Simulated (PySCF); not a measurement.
Species: C6H9NSSi.
SMILES: `CC(=S)[SiH2]n1cccc1`

Torsions of this conformer, `[CH3:1][C:2](=[S:3])[SiH2:4][n:5]1[cH:6][cH:7][cH:8][cH:9]1`: C1–C2–Si4–N5 -1°, C2–Si4–N5–C6 -83°.

The closed-shell ground state was solved at several levels (PySCF, density fitting, gas phase, non-relativistic). One conformer (not necessarily the lowest) at the PBE0-D3(BJ)/def2-SVP geometry, without solvent, vibrations or thermal averaging.

```csv
level,basis functions,HOMO (eV),LUMO (eV),gap (eV),dipole (D)
PBE0/def2-SVPD,263,-6.45,-2.73,3.72,1.11
PBE0/pcSseg-1,212,-6.41,-2.68,3.73,0.96
```

Question: What might KT2/pcSseg-1 (212 basis functions) give for the same quantities?

Answer: HOMO -5.37 eV, LUMO -3.53 eV, gap 1.84 eV, dipole 0.93 D.

Question: How far do the dipole and the HOMO energy spread over the levels?

Answer: The dipole runs from 0.93 to 1.11 D (mean 1.00 D) and the HOMO from -6.45 to -5.37 eV.
